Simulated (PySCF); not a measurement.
PySCF 2.14 output of an unrestricted PBE0 calculation on a single atom or ion in aug-cc-pVQZ-PP with one added diffuse shell each of s, p, d, f, g type with ECP10MDF (8s7p6d4f3g, 114 functions), with scalar relativity through the core potential:

```
SCF conv_tol = 1e-09
number electrons alpha = 12  beta = 10
    C. Adamo and V. Barone.,  J. Chem. Phys. 110, 6158 (1999)
    M. Ernzerhof and G. E. Scuseria.,  J. Chem. Phys. 110, 5029 (1999)
cycle= 1 E= -259.42814284544  delta_E= -0.00642  |g|= 0.114  |ddm|= 1.43
cycle= 2 E= -259.427805323255  delta_E= 0.000338  |g|= 0.127  |ddm|= 0.953
cycle= 3 E= -259.430628696492  delta_E= -0.00282  |g|= 0.00695  |ddm|= 0.497
cycle= 4 E= -259.430690322184  delta_E= -6.16e-05  |g|= 0.00134  |ddm|= 0.054
cycle= 5 E= -259.430703221949  delta_E= -1.29e-05  |g|= 0.000385  |ddm|= 0.0497
cycle= 6 E= -259.430704358771  delta_E= -1.14e-06  |g|= 0.000177  |ddm|= 0.0124
cycle= 7 E= -259.430704488669  delta_E= -1.3e-07  |g|= 5.35e-05  |ddm|= 0.00436
cycle= 8 E= -259.430704500946  delta_E= -1.23e-08  |g|= 5.52e-06  |ddm|= 0.00115
cycle= 9 E= -259.430704501125  delta_E= -1.79e-10  |g|= 4.61e-07  |ddm|= 0.000175
converged SCF energy = -259.430704501125  <S^2> = 2.0028569  2S+1 = 3.001904
```

The run itself started from symmetry-adapted Hartree-Fock orbitals and held the occupation by maximum overlap, on a logarithmic radial grid, so the iterations belong to that start.

Question: Which element, charge and spin multiplicity is this?

Answer: Ga⁻ (gallium, charge -1), multiplicity 3; the state was [Ar] 3d10 4s2 4p2, high-spin 3P determinant.

Energies and moments cover only the electrons outside the core potential. At PBE0 the highest occupied level has a positive energy, so only the finite basis holds that electron; in a semilocal or global hybrid functional this comes from self-interaction and does not mean that the real anion is unbound.
